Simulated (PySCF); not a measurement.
# CuO(OH): from structure and modes to constants

These are results of PySCF, UPBE0, basis Cu def2-TZVP, O def2-TZVP, H def2-TZVP (no relativity, density fitting), not measurements.

The triplet minimum has Cs symmetry. Masses (u): Cu 62.92960, O 15.99492, H 1.00782.

```xyz
4
charge 0 multiplicity 3, angstrom
Cu    0.0288   -0.0018   -0.0021
O     1.7313   -0.0613   -0.0896
O    -1.7094    0.0247    0.0603
H    -2.1413    0.6937    0.5968
```

Harmonic wavenumbers (cm⁻¹): 126.8 (a'', ×1), 178.3 (a', ×1), 595.7 (a', ×1), 656.7 (a', ×1), 762.3 (a', ×1), 3892.3 (a', ×1).

Find the principal moments of inertia and the rotational constants. What kind of rotor is it?

About the centre of mass I = 0.65121, 99.802, 100.45 u Å². With B = 16.8576/I this gives 25.89, 0.1689, 0.1678 cm⁻¹. The molecule is an asymmetric top with κ = -1.00.

What is the harmonic zero-point energy?

Half the sum of all 6 wavenumbers, 6212/2 = 3106 cm⁻¹, which is 37.2 kJ/mol (1 cm⁻¹ = 0.0119627 kJ/mol).

Find the vibrational entropy and heat capacity at 298.15 K.

With u = 1.43878 ω/T, each mode gives S = R[u/(eᵘ−1) − ln(1−e⁻ᵘ)] and C = R u² eᵘ/(eᵘ−1)².
| ω (cm⁻¹) | u | S (J/(mol K)) | C (J/(mol K)) |
| --- | --- | --- | --- |
| 126.8 | 0.612 | 12.53 | 8.06 |
| 178.3 | 0.860 | 9.82 | 7.82 |
| 595.7 | 2.875 | 1.91 | 4.36 |
| 656.7 | 3.169 | 1.51 | 3.83 |
| 762.3 | 3.679 | 1.01 | 2.99 |
| 3892.3 | 18.783 | 0.00 | 0.00 |
The sums over all modes are S = 26.8 and C = 27.1 J/(mol K); the softest mode gives 47 % of the entropy.

Give the standard entropy (298.15 K, 1 bar) by its translational, rotational, vibrational and spin parts, and Cp.

Sackur–Tetrode with M = 95.93 u gives 165.8; rotation with symmetry number 1 gives 85.0; vibration 26.8; spin R ln 3 = 9.1. The total is 286.7 J/(mol K), and Cp = 4 R + 27.1 = 60.3 J/(mol K).

Only a few start shapes were tried, so a lower isomer may exist. Other spin states or occupations of the open shell can lie lower.
